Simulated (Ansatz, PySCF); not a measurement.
CH8Si2, charge -1, doublet, at a GFN2-xTB geometry (a state made from the parent by changing its charge; the spin is typed, not shown lowest) (in this run its highest filled SCF level lies above zero, so its values depend strongly on the basis, on diffuse functions most of all). Base run: MP2/def2-SVP (PySCF).

PySCF was given this input:
```python
from pyscf import gto, scf, mp

mol = gto.M(
    atom='''
Si    1.321840    0.747185    0.018550
C     0.304305   -0.862948   -0.159684
Si   -1.465487   -0.310137    0.061533
H     2.814673    0.601153   -0.117312
H     1.104940    1.227750   -1.425940
H     1.330131    0.755330    1.556211
H     0.581245   -1.604765    0.591803
H     0.450860   -1.331236   -1.134849
H    -1.867257    0.585291   -1.042259
H    -1.680308    0.193099    1.433456
H    -2.549051   -1.367595   -0.024162
''',
    basis='def2-svp',
    charge=-1,
    spin=1,
    verbose=4,
)

mf = scf.UHF(mol)
mf.kernel()

pt = mp.MP2(mf)
pt.kernel()
print('E(MP2) = %.10f' % pt.e_tot)
```

The same geometry, method and basis name were run in Ansatz (a program for electronic structure) and PySCF, at each program's defaults and at the settings that a row names. The base is PySCF at its defaults. Differences at the defaults can come from grids, fitting, cores and function types together.

```
code and settings                                                                 ΔE vs base (mEh)  basis functions      E (Eh)  SCF cycles
--------------------------------------------------------------------------------  ----------------  ---------------  ----------  ----------
PySCF, defaults (exact integrals, spherical functions, all electrons correlated)             0.000               90  -620.47600          13
Ansatz, defaults (factorised integrals, spherical functions, frozen core)                   22.504               90  -620.45350           -
PySCF, frozen core                                                                          22.499               90  -620.45350          13
Ansatz, high accuracy, frozen core                                                          22.499               90  -620.45350           -
```

Open shells are given as the SCF converged; they aren't shown to be the lowest states, and a large step between rows can be another state.
